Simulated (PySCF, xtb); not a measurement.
CH4AlIO, SMILES [I][Al]([OH])[CH3].

GFN2-xTB (xtb 6.7.1) at its own geometry gives an orbital gap of 4.31 eV and a dipole moment of 5.64 D.

Coordinates come from a PBE-D3(BJ)/def2-SVP optimisation. The structure was generated by enumeration; whether it is a known compound was not checked. The def2 effective core potentials stand for the cores of I; spin–orbit coupling is left out. One conformer was computed; it need not be the lowest.

Q: What does PBE/def2-TZVP run with PySCF give? (An estimate is asked for; the answer gives what the named calculation found.)

A: gap 5.09 eV (levels -6.51 and -1.42 eV), dipole 0.62 D.
